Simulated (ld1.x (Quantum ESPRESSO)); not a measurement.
# An all-electron radial function and its pseudo partner (K (Z = 19))

Columns: radius, all-electron u(r) and pseudo u(r) of the 4s shell (level -3.14 eV) of potassium in the configuration [Ne] 3s2 3p6 3d1 4s0 4p0; LDA (PZ), scalar-relativistic, PAW scheme, ld1.x (Quantum ESPRESSO) 7.5.

```tsv
r (bohr)	all-electron	pseudo
0.215	-0.1153	0.2389
0.430	-0.0347	0.4223
0.645	0.1334	0.5123
0.860	0.2122	0.4991
1.075	0.1991	0.4009
1.290	0.1298	0.2537
1.505	0.0353	0.0963
1.720	-0.0645	-0.0435
1.935	-0.1586	-0.1550
2.150	-0.2417	-0.2417
2.365	-0.3117	-0.3117
2.580	-0.3684	-0.3684
2.795	-0.4124	-0.4124
3.010	-0.4451	-0.4451
3.225	-0.4680	-0.4680
3.440	-0.4825	-0.4825
3.655	-0.4901	-0.4901
3.870	-0.4920	-0.4920
4.085	-0.4892	-0.4892
4.300	-0.4826	-0.4826
4.515	-0.4730	-0.4730
4.730	-0.4610	-0.4610
4.945	-0.4470	-0.4470
5.160	-0.4317	-0.4317
5.375	-0.4152	-0.4152
5.590	-0.3980	-0.3980
```

Q: How many radial nodes do the two functions have?

A: The all-electron 4s function has n − l − 1 = 3 (the table is too coarse to show those close to the nucleus); the pseudo-wave has 1, since 1 lower shell of the same l stays in the valence.

Q: At about which radius was the pseudo-wave matched?

A: 2.35 bohr, where the columns begin to agree (steps of 0.21 bohr).

Q: Is the pseudo-wave norm-conserving?

A: No, it belongs to a PAW set: the norm inside the radius is not constrained, and the difference is carried by the augmentation charge.
